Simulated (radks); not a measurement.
Question: Neutral scandium: order these configurations by energy. All-electron calculation, scalar-relativistic Kohn-Sham, PBEsol, spin-polarised, spherical densities, finite nucleus; Fermi nuclear charge, rms radius of each element as measured or else 0.836 A^(1/3) + 0.57 fm. Program: a radial shooting solver on a logarithmic mesh with Libxc functionals. Open shells are filled with parallel spins first. [Ar] 3d1 4s1 4p1; [Ar] 3d1 4s2; [Ar] 3d2 4s1; [Ar] 4s2 4p1.

Answer: From the lowest, in eV above it: [Ar] 3d1 4s2 0.000; [Ar] 3d2 4s1 0.699; [Ar] 3d1 4s1 4p1 1.916; [Ar] 4s2 4p1 3.512.
